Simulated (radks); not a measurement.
Species: neutral bismuth. Configuration: [Hg] 6p2 5f1 (not the ground configuration). Calculated with a radial shooting solver on a logarithmic mesh with Libxc functionals: Dirac Kohn-Sham, LDA (Slater exchange, Perdew-Wang correlation), spin-unpolarised, spherical densities, finite nucleus; open shells are shared between the two j in proportion to 2j + 1; Fermi nuclear charge, rms radius 5.5211 fm.

Normalised radial functions P(r) = r R(r) (large component), r in bohr:

```
   r/bohr * 5d3/2 (the largest magnitude, 0.967, reaches the edge; | marks zero)
 0.001246                             *
   0.0018                             *
 0.002579                             *
 0.003697                             *
 0.005299                             *
 0.007595                             *
  0.01089                             *
  0.01573                             |*
  0.02255                             |*
  0.03232                             |  *
  0.04632                             |    *
  0.06639                             |       *
  0.09516                             |         *
   0.1375                             |      *
   0.1971                         *   |
   0.2825               *             |
   0.4049                   *         |
   0.5803                             |       *
   0.8318                             |                         *
    1.202                             |                          *
    1.723                             |               *
    2.469                             |     *
    3.539                             |*
    5.072                             *
    7.329                             *
     10.5                             *
    15.06                             *
    21.58                             *
    30.93                             *
    44.34                             *
```

5d3/2: eigenvalue -35.309 eV, 2 radial nodes at r = 0.177, 0.504 bohr, <r> = 1.21 bohr, 90 % of the charge inside 1.82 bohr.
